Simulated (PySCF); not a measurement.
**Energy of W (tungsten, neutral) between two integer charges**

The 6s beta orbital of [Xe] 4f14 5d4 6s2 is emptied in steps (occupation f), with all orbitals relaxed, ending at [Xe] 4f14 5d4 6s1. Computed with PySCF 2.14 in aug-cc-pVTZ-PP with ECP60MDF (6s6p5d3f2g, 88 functions), with a scalar-relativistic core potential. The exact energy is a straight line in f; departures are measured from the line between the end points of the same method.

| f | PBE0 (eV) | r2SCAN (eV) | LC-wPBE (eV) |
| --- | --- | --- | --- |
| 1 | 0.000 | 0.000 | 0.000 |
| 0.75 | -0.368 | -0.415 | 0.029 |
| 0.5 | -0.491 | -0.526 | 0.032 |
| 0.25 | -0.365 | -0.358 | 0.017 |
| 0 | 0.000 | 0.000 | 0.000 |

```csv
method,E(f=0) − E(f=1) (eV),−ε at f=1 (eV),−ε at f=0.5 (eV)
PBE0,7.279,5.319,7.282
r2SCAN,7.074,4.790,7.212
LC-wPBE,7.048,7.215,7.012
```

Orbital energy along the path (eV):

```csv
f,PBE0,r2SCAN,LC-wPBE
1,-5.319,-4.790,-7.215
0.75,-6.296,-6.034,-7.110
0.5,-7.282,-7.212,-7.012
0.25,-8.283,-8.232,-6.983
0,-8.897,-8.281,-6.917
```

Reference removal energy between the ground levels: 7.864 eV (measured; NIST Atomic Spectra Database, ionization energies). The calculation has no spin-orbit coupling.
